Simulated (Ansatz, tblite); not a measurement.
Forces on Na₅H₅ at its PBE0-D4/def2-SVP geometry. The state is a singlet with charge 0.

The xTB rows come from tblite. The restricted singlet is unstable towards broken spin symmetry in Hartree–Fock (as tested in another run); at PBE-D4/def2-TZVP this wasn't settled. In the singlet, H6 and H10 lie 0.76 Å apart (atoms count from 1), so H2 has formed as a molecule. Another isomer (singlet) lies 0.53 eV lower at PBE0-D4/def2-TZVP; other spin states weren't run for this one.

GFN1-xTB (tblite), largest force 0.39 eV/Å:

```xyz
10
positions Å, forces eV/Å
Na    1.944   -0.094   -1.478    0.034    0.015    0.138
Na   -1.687    0.726   -0.951    0.187   -0.101    0.117
Na    5.053   -0.657   -0.031   -0.237    0.056    0.034
Na    2.501    0.150    2.176   -0.028   -0.010   -0.142
Na   -1.139    1.013    2.538    0.121   -0.048   -0.212
H    -2.186   -1.508   -2.291    0.248    0.053   -0.100
H     0.767    0.637    3.103   -0.094    0.025    0.033
H     0.010    0.253   -1.967   -0.008    0.123    0.027
H    -2.372    1.112    0.925    0.144   -0.032   -0.016
H    -2.891   -1.632   -2.024   -0.367   -0.082    0.120
```

GFN2-xTB (tblite), largest force 0.96 eV/Å:

```
Na 0.262 -0.030 0.245
Na 0.272 0.091 0.175
Na -0.451 0.121 0.057
Na 0.144 -0.068 -0.282
Na 0.154 -0.044 -0.238
H 0.764 0.138 -0.294
H -0.557 0.084 -0.427
H -0.316 0.149 0.507
H 0.616 -0.237 -0.045
H -0.890 -0.204 0.303
```

PBE-D4/def2-TZVP (Ansatz), largest force 0.25 eV/Å:

```
Na 0.046 -0.009 0.039
Na 0.006 -0.005 0.012
Na -0.051 0.013 0.006
Na 0.031 -0.012 -0.050
Na 0.000 -0.001 -0.014
H -0.229 -0.032 0.095
H 0.006 0.003 0.037
H -0.012 -0.004 -0.034
H -0.029 0.006 0.002
H 0.233 0.040 -0.092
```
